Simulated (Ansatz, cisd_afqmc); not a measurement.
System: BF$_{2}$, charge 1, singlet. BF2+ (parent SMILES F[B]F, singlet).
B3LYP-D3(BJ)/def2-TZVP minimum from Ansatz (an electronic-structure program):
```xyz
3

F      0.0000     0.0000    -1.2292
B      0.0000     0.0000     0.0000
F      0.0000     0.0000     1.2292
```
Charge +1, spin multiplicity 1.

Total energies in cc-pVTZ, 16 correlated electrons, 3 frozen orbitals. UHF or UKS for unpaired electrons; spin-orbit terms are left out. Cores are frozen in correlated methods. No relativity. The Monte Carlo rows (phaseless AFQMC, CISD trial, step 0.005/hartree) carry one-sigma bars that omit the constraint's bias. Outlying blocks are dropped, and bars are widened where a walk drifts. Over all cases where full CI ran beside it in this data, AFQMC minus full CI had a median of +0.1 mEh and passed +0.4 mEh in a tenth of the cases. The spin of BF2+ (parent SMILES F[B]F, singlet) was assumed, and the state is the lowest solution found for it.

```tsv
method	program	energy (Eh)	minus CCSDT(Q) (mEh)
HF	Ansatz	-223.40011	586.26
MP2	Ansatz	-223.96902	17.34
CCSD	Ansatz	-223.96734	19.02
CCSD(T)	Ansatz	-223.98552	0.84
CCSDT(Q)	Ansatz	-223.98636	0.00
AFQMC/CISD	cisd_afqmc	-223.9862 ± 0.0004	0.2 ± 0.4
```

Rough core times of Ansatz's runs on a shared machine: CCSD(T) under 20 s, CCSDT(Q) 4 min.
